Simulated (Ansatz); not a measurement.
`[NH2][Ta](=[O])([OH])[OH]` + `O[Si]1(F)C=N1` → `[O]=[Ta]([OH])([OH])[OH]` + `N[Si]1(F)C=N1`  (redistribution)

Calculated with Ansatz (gas phase, PBE0-D4/def2-TZVP geometries, no zero-point term in ΔE). CCSD(T)/CBS is the MP2 limit (def2-TZVPP, def2-QZVPP) plus CCSD(T) − MP2 in def2-TZVPP, frozen cores. DFT in def2-TZVPP. HSE06 is defined as in plane-wave codes. def2 core potentials past Kr. For Ta outer-core shells are correlated without core-valence functions, which leaves a few kJ/mol of doubt a bond. One conformer a species, not always the lowest.

```csv
level,ΔE (kJ/mol),difference from CCSD(T)/CBS
HSE06-D4,11.2,-3.2
BHLYP-D4,10.2,-4.2
PBE-QIDH,12.2,-2.2
revPBE,11.0,-3.4
PBE0,10.8,-3.6
RPA@PBE/def2-TZVPP,18.2,3.8
MP2/def2-SVP,9.1,-5.3
HF/def2-TZVPP,9.1,-5.3
CCSD(T)/def2-TZVPP,16.5,2.1
HF/CBS(def2),8.6,-5.8
CCSD(T)/CBS,14.4,0
```

Question: What do rigid-rotor, harmonic-oscillator terms from PBE0-D4/def2-TZVP frequencies (298.15 K, 1 bar) make of the CCSD(T)/CBS value? (Best estimate.)

Answer: The calculation gave: ΔZPE = -5.4 kJ/mol, ΔH = +12.1 kJ/mol, ΔS = 17 J/(mol·K), ΔG = +7.1 kJ/mol.

Largest T1 diagnostic among the species: 0.020.

In def2-TZVPP, CCSD(T) changes the Hartree–Fock value by +7.4 kJ/mol (the triples alone add +1.0 kJ/mol) and MP2 by +5.4 kJ/mol. Leaving LDA and LC-ωPBE aside and taking each functional with its dispersion term where it has one, the values, not all of them listed here, spread over 3.9 kJ/mol, from CAM-B3LYP-D4 to PBE-QIDH.
